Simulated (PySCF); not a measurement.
**Two-photon absorption: SMILES COC=C=CB(C)C, C6H11BO**

Geometry (Å), atoms numbered from 1 in this order:
```xyz
19

C     4.3697   -0.2999   -0.6040
O     2.9832   -0.3003   -0.8078
C     2.2645    0.2653    0.1941
C     1.1183    0.8826    0.0101
C    -0.0764    1.4202   -0.1323
B    -1.3894    0.5604   -0.1330
C    -2.7467    1.2795   -0.4724
C    -1.3485   -0.9767    0.1787
H     4.8196   -0.8776   -1.4220
H     4.6407   -0.7767    0.3570
H     4.7880    0.7228   -0.6169
H     2.6686    0.1608    1.2126
H    -0.1305    2.5102   -0.2782
H    -2.8028    2.3114   -0.0906
H    -2.7854    1.3674   -1.5762
H    -3.6469    0.7253   -0.1677
H    -1.7830   -1.1197    1.1865
H    -0.3426   -1.4208    0.1815
H    -2.0016   -1.5482   -0.5014
```

Level of theory: TDDFT CAM-B3LYP/aug-cc-pVDZ excited states, vertical, gas phase (PySCF 2.14.0). Geometry: PBE0-D3(BJ)/def2-SVP.

Problem. Give the one- and two-photon strengths of the lowest singlets.

Solution. δ for parallel linear polarisation; σ at the peak of a Lorentzian of half width 0.1 eV, single beam; Ω is circular over linear.
| state | E (eV) | f | photon λ (nm) | δ (au) | σ (GM) | Ω | main |
| --- | --- | --- | --- | --- | --- | --- | --- |
| S1 | 3.71 | 0.001 | 668 | 2.65 | 0.01 | 0.61 | HOMO→LUMO 0.94 |
| S2 | 5.71 | 0.017 | 434 | 155 | 1.85 | 1.39 | HOMO→LUMO+1 0.75 |
| S3 | 5.96 | 0.018 | 416 | 9.49 | 0.12 | 0.73 | HOMO−2→LUMO 0.84 |
| S4 | 6.11 | 0.455 | 406 | 61.5 | 0.84 | 1.05 | HOMO−1→LUMO 0.82 |
| S5 | 6.26 | 0.107 | 396 | 58.7 | 0.84 | 0.98 | HOMO→LUMO+3 0.58, HOMO→LUMO+2 0.18 |
| S6 | 6.31 | 0.012 | 393 | 204 | 2.98 | 0.54 | HOMO→LUMO+2 0.54, HOMO→LUMO+3 0.13 |

Among these, the strongest one-photon state is S4, the strongest two-photon state S6, with a dipole change of 5.9 D (relaxed, norm of the difference vector).
